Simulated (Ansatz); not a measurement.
Consider the formal exchange of groups at a B–Ge bond: `O[BH][GeH3]` + `FC[SiH3]` → `OBC(F)[SiH3]` + GeH₄.

Isolated molecules relaxed with PBE0-D4/def2-TZVP in Ansatz; ΔE leaves out vibrations. CCSD(T)/CBS adds triple-zeta CCSD(T) − MP2 to the extrapolated MP2 energy (def2 sets, frozen cores). DFT in def2-TZVPP. B3LYP here is the variant with VWN-RPA as its local correlation; programs differ in this. For Ge outer-core shells are correlated without core-valence functions, which leaves a few kJ/mol of doubt a bond. Scalar relativity is left out up to krypton. One conformer a species, not always the lowest.

```tsv
level	ΔE (kcal/mol)	difference from CCSD(T)/CBS
PBE-D4	-5.4	-0.2
r2SCAN-D4	-6.6	-1.4
PBE0-D4	-5.8	-0.6
B3LYP-D4	-6.3	-1.1
PBE	-4.8	0.4
PBE0	-5.3	-0.1
B3LYP	-5.4	-0.2
HF/def2-TZVPP	-6.6	-1.4
CCSD(T)/def2-TZVPP	-5.7	-0.5
MP2/def2-QZVPP	-5.9	-0.7
CCSD(T)/CBS	-5.2	0
```

Largest T1 diagnostic among the species: 0.013.

The D4 term adds −0.9 kcal/mol with B3LYP and −0.5 kcal/mol with PBE0; it sums over pairs of atoms, weighted by their polarisabilities, and B3LYP, whose exchange is more repulsive, gets the larger term.
